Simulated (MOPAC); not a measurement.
A run for MOPAC: AM1 on C2H8O (a complex), monomers drawn apart or pushed together.

```
AM1 1SCF PRECISE CHARGE=0 THREADS=1
C2H8O

C     -0.07214757 1     0.03071070 1    -0.15670475 1
H      0.04576111 1     0.26599455 1    -1.21319241 1
H     -0.64911593 1    -0.88962410 1    -0.06233894 1
H      0.91145090 1    -0.10370336 1     0.29224828 1
H     -0.59418863 1     0.84834177 1     0.33872734 1
C      0.66193138 1     0.28073669 1     3.97494669 1
O     -0.68667609 1     0.01258713 1     3.62107469 1
H      1.27188282 1    -0.62924849 1     3.99808737 1
H      0.64738321 1     0.70985601 1     4.97588986 1
H      1.13048856 1     1.00250653 1     3.29671503 1
H     -0.70122077 1    -0.36584674 1     2.73655863 1
```

Program output:

```
*******************************************************************************
 **                                                                           **
 **                              MOPAC v23.2.5                                **
 **                                                                           **
 *******************************************************************************
 ** MOPAC's Digital Object Identifier: https://doi.org/10.5281/zenodo.6511958 **
 **                                                                           **
 ** Please cite the open-source release paper for use of this MOPAC version:  **
 ** J. E. Moussa and J. J. P. Stewart (2026)                                  **
 ** MOPAC: An open-source semiempirical molecular orbital program             **
 ** J. Open Source Softw., 11(119), 8025, https://doi.org/10.21105/joss.08025 **
 *******************************************************************************

                              AM1 CALCULATION RESULTS

 *******************************************************************************
 *  AM1        - The AM1 Hamiltonian to be used
 *
 *
 *
 *                 CHARGE ON SYSTEM = 0
 *
 *
 *
 *  PRECISE    - TIGHTER CRITERIA TO BE USED
 *  1SCF       - DO 1 SCF AND THEN STOP
 *  THREADS=1  - MULTI-THREADING NOT USED
 *  T=         - A TIME OF 172800.0 SECONDS REQUESTED
 *  DUMP=N     - RESTART FILE WRITTEN EVERY 7200.0 SECONDS REQUESTED
 *******************************************************************************
AM1 1SCF PRECISE CHARGE=0 THREADS=1
 C2H8O

   ATOM   CHEMICAL          X               Y               Z
  NUMBER   SYMBOL      (ANGSTROMS)     (ANGSTROMS)     (ANGSTROMS)

     1       C         -0.07214757  *   0.03071070  *  -0.15670475  *
     2       H          0.04576111  *   0.26599455  *  -1.21319241  *
     3       H         -0.64911593  *  -0.88962410  *  -0.06233894  *
     4       H          0.91145090  *  -0.10370336  *   0.29224828  *
     5       H         -0.59418863  *   0.84834177  *   0.33872734  *
     6       C          0.66193138  *   0.28073669  *   3.97494669  *
     7       O         -0.68667609  *   0.01258713  *   3.62107469  *
     8       H          1.27188282  *  -0.62924849  *   3.99808737  *
     9       H          0.64738321  *   0.70985601  *   4.97588986  *
    10       H          1.13048856  *   1.00250653  *   3.29671503  *
    11       H         -0.70122077  *  -0.36584674  *   2.73655863  *



          CARTESIAN COORDINATES

    NO.       ATOM           X           Y           Z

     1         C         -0.0721      0.0307     -0.1567
     2         H          0.0458      0.2660     -1.2132
     3         H         -0.6491     -0.8896     -0.0623
     4         H          0.9115     -0.1037      0.2922
     5         H         -0.5942      0.8483      0.3387
     6         C          0.6619      0.2807      3.9749
     7         O         -0.6867      0.0126      3.6211
     8         H          1.2719     -0.6292      3.9981
     9         H          0.6474      0.7099      4.9759
    10         H          1.1305      1.0025      3.2967
    11         H         -0.7012     -0.3658      2.7366

  H: (AM1): M.J.S. DEWAR ET AL, J. AM. CHEM. SOC. 107 3902-3909 (1985)
  C: (AM1): M.J.S. DEWAR ET AL, J. AM. CHEM. SOC. 107 3902-3909 (1985)
  O: (AM1): M.J.S. DEWAR ET AL, J. AM. CHEM. SOC. 107 3902-3909 (1985)

           Empirical Formula: C2 H8 O  =    11 atoms



      MOLECULAR POINT GROUP   :   C1


      RHF CALCULATION, NO. OF DOUBLY OCCUPIED LEVELS = 11


 -------------------------------------------------------------------------------
 AM1 1SCF PRECISE CHARGE=0 THREADS=1
 C2H8O



     1SCF WAS SPECIFIED, SO BFGS WAS NOT USED
     SCF FIELD WAS ACHIEVED


                              AM1 CALCULATION
                                                       MOPAC v23.2.5 Linux




          FINAL HEAT OF FORMATION =        -63.98332 KCAL/MOL =    -267.70621 KJ/MOL


          COSMO AREA              =        112.59 SQUARE ANGSTROMS
          COSMO VOLUME            =         90.91 CUBIC ANGSTROMS

          IONIZATION POTENTIAL    =         11.185408 EV
          HOMO LUMO ENERGIES (EV) =        -11.185  3.716
          NO. OF FILLED LEVELS    =         11
          MOLECULAR WEIGHT        =         48.0846         POINT GROUP:  C1

          MOLECULAR DIMENSIONS (Angstroms)

            Atom       Atom       Distance
            H     9    H     2     6.23408
            H     5    H     8     2.30400
            H    10    H    11     2.19693


          SCF CALCULATIONS        =          1





   ATOM   CHEMICAL          X               Y               Z
  NUMBER   SYMBOL      (ANGSTROMS)     (ANGSTROMS)     (ANGSTROMS)

     1       C         -0.07214757  *   0.03071070  *  -0.15670475  *
     2       H          0.04576111  *   0.26599455  *  -1.21319241  *
     3       H         -0.64911593  *  -0.88962410  *  -0.06233894  *
     4       H          0.91145090  *  -0.10370336  *   0.29224828  *
     5       H         -0.59418863  *   0.84834177  *   0.33872734  *
     6       C          0.66193138  *   0.28073669  *   3.97494669  *
     7       O         -0.68667609  *   0.01258713  *   3.62107469  *
     8       H          1.27188282  *  -0.62924849  *   3.99808737  *
     9       H          0.64738321  *   0.70985601  *   4.97588986  *
    10       H          1.13048856  *   1.00250653  *   3.29671503  *
    11       H         -0.70122077  *  -0.36584674  *   2.73655863  *

                             CARTESIAN COORDINATES

   1    C       -0.072147570     0.030710700    -0.156704750
   2    H        0.045761110     0.265994550    -1.213192410
   3    H       -0.649115930    -0.889624100    -0.062338940
   4    H        0.911450900    -0.103703360     0.292248280
   5    H       -0.594188630     0.848341770     0.338727340
   6    C        0.661931380     0.280736690     3.974946690
   7    O       -0.686676090     0.012587130     3.621074690
   8    H        1.271882820    -0.629248490     3.998087370
   9    H        0.647383210     0.709856010     4.975889860
  10    H        1.130488560     1.002506530     3.296715030
  11    H       -0.701220770    -0.365846740     2.736558630


           Empirical Formula: C2 H8 O  =    11 atoms



      MOLECULAR POINT GROUP   :   C1


                  EIGENVALUES
 -37.73307 -29.52348 -27.34868 -18.26509 -15.43141 -15.32089 -13.64840 -13.63308
 -13.58434 -12.54165 -11.18541   3.71567   4.16237   4.30845   4.53252   4.53640
   4.56675   4.75974   5.18332   6.29906


              NET ATOMIC CHARGES AND DIPOLE CONTRIBUTIONS

  ATOM NO.   TYPE          CHARGE      No. of ELECS.   s-Pop       p-Pop
    1          C          -0.267132        4.2671     1.21797     3.04916
    2          H           0.069657        0.9303     0.93034
    3          H           0.065772        0.9342     0.93423
    4          H           0.063147        0.9369     0.93685
    5          H           0.069074        0.9309     0.93093
    6          C          -0.066284        4.0663     1.22280     2.84348
    7          O          -0.328533        6.3285     1.87007     4.45846
    8          H           0.051423        0.9486     0.94858
    9          H           0.093411        0.9066     0.90659
   10          H           0.051289        0.9487     0.94871
   11          H           0.198175        0.8018     0.80182
 DIPOLE           X         Y         Z       TOTAL
 POINT-CHG.     1.071    -0.029    -0.366     1.132
 HYBRID         0.304    -0.194    -0.517     0.630
 SUM            1.374    -0.223    -0.883     1.649


          ATOMIC ORBITAL ELECTRON POPULATIONS

     Atom    s        px        py        pz
    1  C   1.21797   1.01198   1.01531   1.02187
    2  H   0.93034
    3  H   0.93423
    4  H   0.93685
    5  H   0.93093
    6  C   1.22280   0.84246   0.99008   1.01094
    7  O   1.87007   1.24441   1.85261   1.36145
    8  H   0.94858
    9  H   0.90659
   10  H   0.94871
   11  H   0.80182

 **********************
 *                    *
 * JOB ENDED NORMALLY *
 *                    *
 **********************




 == MOPAC DONE ==
```

The run finished.

Cost: very roughly 0.03 core-seconds.
